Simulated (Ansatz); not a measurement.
Computed with Ansatz on PBE0-D4/def2-TZVP structures; ΔE is electronic, products minus reactants. CCSD(T)/CBS is the MP2 limit (def2-TZVPP, def2-QZVPP) plus CCSD(T) − MP2 in def2-TZVPP, frozen cores. This one scheme is used for every species. Functionals use def2-TZVPP. B3LYP here is the variant with VWN-RPA as its local correlation; programs differ in this. For Ga outer-core shells are correlated without core-valence functions, which leaves a few kJ/mol of doubt a bond. Scalar relativity is left out up to krypton. One conformer a species, not always the lowest.

Consider the formal exchange of groups at a C–Si bond: `C=C(O)[SiH2]P` + `[GaH3]` → `C=[C](O)[GaH2]` + `[SiH3]P`.

```csv
level,ΔE (kJ/mol)
B3LYP-D4,3.0
MP2/CBS(def2),-1.5
```

What does CCSD(T)/CBS give? (Best estimate.)

Ansatz gave: -2.6 kJ/mol. The listed levels differ from it by 5.6, 1.1 kJ/mol.

Largest T1 diagnostic among the species: 0.013.

From BLYP to BHLYP (50 % exact exchange), in def2-TZVPP and without D4, ΔE moves by +6.6 kJ/mol. In def2-TZVPP, CCSD(T) changes the Hartree–Fock value by −4.5 kJ/mol (the triples alone add −0.4 kJ/mol) and MP2 by −3.4 kJ/mol. Leaving LDA and LC-ωPBE aside and taking each functional with its dispersion term where it has one, the values, not all of them listed here, spread over 9.7 kJ/mol, from B2PLYP to B97M-V. LDA lies +3.8 kJ/mol from PBE without D4.

CCSD(T)/CBS has its own doubt, a few kJ/mol and more with outer-core shells, so smaller differences from it don't rank the levels.
